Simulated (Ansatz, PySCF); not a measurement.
Complex: H2O (SMILES O) (first 3 atoms) with CH3F (SMILES CF); geometry from B3LYP-D3(BJ)/def2-TZVP, rigid monomers moved along the line of their centres of mass till H3···F5 is 2.30 Å.
(charge 0, multiplicity 1):
```csv
atom,x (Å),y (Å),z (Å)
O,-0.1214,-0.0633,0.5828
H,0.0078,0.6366,-0.0644
H,-0.4799,0.3723,1.3672
C,0.4670,-0.2799,4.1074
F,-0.4687,0.6592,3.6487
H,-0.0647,-1.0328,4.6880
H,0.9493,-0.7288,3.2407
H,1.1929,0.2420,4.7300
```

Counterpoise-corrected where a basis set is named; no monomer relaxation. Rows marked so take none.

Correlated levels freeze the cores. Rows in 3-21G, 6-311+G**, 6-31G* carry no dispersion term and start afresh at each structure (6-31G* with six Cartesian d functions). MP2/6-31G* freezes PySCF's default core.

The values were computed with Ansatz (an electronic-structure program); PySCF for 3-21G rows, 6-311+G** rows, 6-31G* rows, the dispersion terms. 

| level | interaction energy (meV) |
|---|---|
| HF/3-21G (no counterpoise) | -284.4 |
| HF/6-31G* | -121.0 |
| HF/aug-cc-pVTZ | -111.9 |
| r2SCAN-D4/def2-TZVPPD | -149.8 |
| B3LYP/6-311+G** (no counterpoise) | -141.2 |
| B3LYP-D3(BJ)/def2-TZVPPD | -146.0 |
| MP2/6-31G* (no counterpoise) | ? |
| SCS-MP2/aug-cc-pVTZ | -131.5 |
| CCSD/aug-cc-pVDZ | -133.7 |

### Question
What belongs in the gaps?

### Answer

- MP2/6-31G* (no counterpoise), interaction energy (meV): -234.9
